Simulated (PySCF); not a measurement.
GeF2Cl2, SMILES [F][Ge]([F])([Cl])[Cl]. The structure is a stationary point at PBE-D3(BJ)/def2-SVP.

Computed equilibrium geometry at PBE-D3(BJ)/def2-SVP (PySCF confirms it by a frequency run) as bond lengths and angles, and its point group:
point group C2v.
Atoms: F1 Ge2 F3 Cl4 Cl5. Bonded distances (Å): F1–Ge2 1.732, Ge2–F3 1.732, Ge2–Cl4 2.130, Ge2–Cl5 2.130. Bond angles (°): F1–Ge2–F3 106.1, F1–Ge2–Cl4 109.4, F1–Ge2–Cl5 109.4, F3–Ge2–Cl4 109.4, F3–Ge2–Cl5 109.4, Cl4–Ge2–Cl5 112.7.
Charge 0, spin multiplicity 1.
